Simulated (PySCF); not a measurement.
C4H3F5.
SMILES: `FC[C@@H](F)C(F)=C(F)F`

Computed with PySCF 2.14.0, density-fitted response routines, TDDFT B3LYP/def2-SVPD, vertical, gas phase, core orbitals frozen in the response. Geometry: GFN2-xTB, one conformer, isolated molecule. Torsions of this conformer, `[F:1][CH2:2][C@@H:3]([F:4])[C:5]([F:6])=[C:7]([F:8])[F:9]`: F1–C2–C3–F4 -80°, C2–C3–C5–F6 95°.

Each state is given a Gaussian of 0.3 eV full width at half maximum, with ε(max) = 2.175×10⁸ f / Δν̃ (Δν̃ the width in cm⁻¹). The cross-section is σ = 3.8235×10⁻²¹ ε cm², given in Mb (10⁻¹⁸ cm²). The width is an assumption, not a result. The curve ends short of the highest state used, and states not computed would add to its high-energy end.

```tsv
λ (nm)	σ (Mb)
156.7	6.94
158.6	9.59
160.5	20.23
162.4	33.77
164.3	37.03
166.1	32.43
168.0	36.82
169.9	55.94
171.8	70.51
173.7	62.47
175.6	38.72
177.5	17.58
179.4	6.78
181.3	3.17
183.2	2.05
185.0	1.38
186.9	0.87
188.8	0.82
190.7	1.40
192.6	2.45
194.5	3.50
196.4	3.95
198.3	3.54
200.2	2.55
202.1	1.50
203.9	0.76
205.8	0.31
207.7	0.11
209.6	0.03
211.5	0.01
```

(1) Where are the band maxima, and which computed states make them?

(2) On this curve, what absorbance would a 10⁻⁵ mol/L sample give at 193 nm over a 1 cm path?

(3) Coming from long wavelengths, where does ε first pass 100 L mol⁻¹ cm⁻¹?

Answers

(1) 196 nm (6.31 eV), ε about 1000, made up of S1 (100%); 172 nm (7.20 eV), ε about 19000, made up of S3 (99%); 164 nm (7.57 eV), ε about 9800, made up of S4 (97%) (ε in L mol⁻¹ cm⁻¹; maxima over ε = 5, shares over 10%). The states used: S1 6.31 eV (f 0.011); S2 6.82 eV (f 0.0057); S3 7.20 eV (f 0.205); S4 7.58 eV (f 0.106); S5 7.96 eV (f 0.017); S6 8.27 eV (f 0.031); S7 8.37 eV (f 0.015); S8 8.51 eV (f 0.0021).

(2) 193 nm is 6.424 eV, where ε is about 710 L mol⁻¹ cm⁻¹, so A = ε c l ≈ 0.0071 (Beer–Lambert, with the gas-phase spectrum and the assumed width).

(3) At about 205 nm (6.04 eV), 0.27 eV below S1.
